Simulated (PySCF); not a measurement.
# Mayer bond orders and bond lengths

C5H7N3O.
Numbering: `[CH3:1][C:2](=[O:3])[c:4]1[cH:5][n:6][n:7]([CH3:8])[n:9]1` (hydrogens: H10, H11, H12 on C1; H13 on C5; H14, H15, H16 on C8)

Structure used (GFN2-xTB), in Å, numbered top down from 1:
```xyz
16
C5H7N3O angstrom
C     -2.3108   -1.1000    0.6895
C     -2.0042    0.2748    0.1618
O     -2.8444    1.1233   -0.0332
C     -0.5829    0.5222   -0.1094
C      0.0323    1.6872   -0.6071
N      1.3295    1.4567   -0.6986
N      1.4814    0.2199   -0.2793
C      2.7651   -0.4084   -0.2088
N      0.3850   -0.3805    0.0828
H     -3.3775   -1.2016    0.8682
H     -1.7577   -1.2654    1.6110
H     -1.9785   -1.8438   -0.0310
H     -0.4085    2.6205   -0.8855
H      3.2474   -0.1810    0.7442
H      2.6317   -1.4845   -0.2961
H      3.3846   -0.0305   -1.0197
```

Bond orders from the PBE0/pcSseg-1 density (PySCF). The structure is a single GFN2-xTB conformer in the gas phase; no vibrational or solvent corrections. GFN2-xTB frequencies show an imaginary mode (28i cm⁻¹), so this geometry is no minimum at that level.

Problem. How far do the computed orders between heavy atoms stray from the drawn ones?

Solution. The largest departure is 0.282, at N6–N7 (drawn aromatic, 1.218), counting aromatic bonds as 1.5. The bonds drawn aromatic range from 1.22 to 1.53.

Problem. Set the Mayer orders of the bonds between heavy atoms beside their lengths.

Solution. 
```csv
bond,drawn as,length (Å),Mayer order
C1–C2,single,1.504,1.029
C2–O3,double,1.210,2.009
C2–C4,single,1.468,0.918
C4–C5,aromatic,1.408,1.297
C5–N6,aromatic,1.321,1.528
N6–N7,aromatic,1.315,1.218
N7–C8,single,1.431,0.891
N7–N9,aromatic,1.301,1.274
N9–C4,aromatic,1.337,1.401
```

Bonds between the same two heavy elements. C–C: lowest C2–C4 (0.918, 1.468 Å), highest C4–C5 (1.297, 1.408 Å); in 1 of the 3 pairs the longer bond (by over 0.003 Å) has the higher order (by 0.02 or more). C–N: lowest N7–C8 (0.891, 1.431 Å), highest C5–N6 (1.528, 1.321 Å). N–N: lowest N6–N7 (1.218, 1.315 Å), highest N7–N9 (1.274, 1.301 Å).

Problem. And the bonds to hydrogen?

Solution. C–H: 0.94 to 0.99 (7 bonds).

Problem. Sum the orders of all bonds at each heavy atom with more than one neighbour and set the sums beside the valence in the SMILES.

Solution. C1 3.866 (drawn 4), C2 3.956 (drawn 4), C4 3.616 (drawn 4), C5 3.812 (drawn 4), N6 2.746 (drawn 3), N7 3.383 (drawn 3), C8 3.758 (drawn 4), N9 2.675 (drawn 3). Orders between atoms that aren't bonded are not in these sums.

The Mayer order sums products of elements of PS (density times overlap matrix) between the two atoms' basis functions, so it depends on the basis set.

The run behind these numbers computed NMR shieldings as well. The run took 27 s of wall time on an Arm Neoverse V1 with one thread, no GPU (shared host), and the process peaked at 0.84 GiB of memory.
